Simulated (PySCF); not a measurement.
**Electron correlation in Fe²⁺ (iron, charge +2)**

Starting occupation: [Ar] 3d6, 3d3/2 with m_j = +3/2, 3d5/2 with m_j = -3/2, -1/2, +1/2, +3/2, +5/2. Computed with PySCF 2.14 in x2c-TZVPall-2c with one added diffuse shell each of s, p, d type (7s8p5d1f, 63 functions), with X2C-1e with screened-nucleus spin-orbit coupling, Gaussian nucleus. Frozen: [Ne]; 14 electrons correlated; the 6 highest virtual spinors left out.

MP2 pair energies summed by pair of shells (mhartree):

```
 pair   energy  share (%)
3d-3p  -151.65       41.4
3d-3d   -98.36       26.8
3p-3p   -63.79       17.4
3d-3s   -25.18        6.9
3p-3s   -24.23        6.6
3s-3s    -3.26        0.9
```

Total MP2 correlation energy: -366.48 mhartree.

The GHF reference relaxed away from the jj start to a determinant that is no pure jj level (⟨S²⟩ = 6.00, ⟨J²⟩ = 20.01); the energies belong to that determinant.

This basis was not built for core-valence correlation, so the inner-shell part is incomplete.
